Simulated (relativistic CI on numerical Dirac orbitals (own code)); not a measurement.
Hyperfine structure of Bi⁴¹⁺, mass number 209

Computed by Dirac-Coulomb-Breit CI, orbitals from a KLI potential per configuration, QED by a radiative potential, unscaled Slater integrals (own radial code, finite nucleus).

Configurations in the expansion (outside the closed core [Ar] 3d10): 4s²4p⁶4d⁶, 4s²4p⁶4d⁵4f, 4s²4p⁵4d⁷, 4s²4p⁴4d⁸, 4s4p⁶4d⁷, 4p⁶4d⁸, 4s4p⁶4d⁶4f, 4s4p⁵4d⁸, 4s²4p⁶4d⁵5s, 4s²4p⁶4d⁵5d, 4s²4p⁴4d⁷5s, 4s²4p⁶4d⁴5s², 4s4p⁶4d⁶5s, 4s²4p⁶4d⁵6s, 4p⁶4d⁷5s, 4p⁶4d⁷5p. Levels of other configurations are missing.

Nuclear spin I = 9/2, μ = 4.092 μN, Q = -0.516 b (tables of Stone and Pyykkö). The electronic factors are computed for point nuclear moments, without core polarisation or the Bohr-Weisskopf and QED corrections.

```csv
Level,E (cm⁻¹),A (MHz),B (MHz)
4s²4p⁶4d⁶ ⁵D3,233782,9266,-422
4s²4p⁶4d⁶ ³G5,276487,18570,-7590
4s²4p⁶4d⁶ ³H6,280196,20690,14900
4s²4p⁶4d⁶ ³P1,351623,10350,-11200
```

Levels with J = 0, under 50 % of one LS term, or S terms without an open s electron are left out. Small factors come from cancelling terms and can be off by tens of per cent or more.

At this charge energies of transitions that change n are usually good to better than 1 %, and those within a shell (Δn = 0) to a few per cent.

Problem. Give the hyperfine levels of 4s²4p⁶4d⁶ ⁵D3 relative to its centre of gravity.

Solution. With K = F(F + 1) − I(I + 1) − J(J + 1), E = AK/2 + B[¾K(K + 1) − I(I + 1)J(J + 1)]/[2I(2I − 1)J(2J − 1)]: F = 3/2: -153100, F = 5/2: -129800, F = 7/2: -97300, F = 9/2: -55520, F = 11/2: -4517, F = 13/2: 55670, F = 15/2: 125000 MHz.

LS names give the leading component of a level, which can be under half, so a name can repeat, a term be missing and a line seem to break the LS rules.
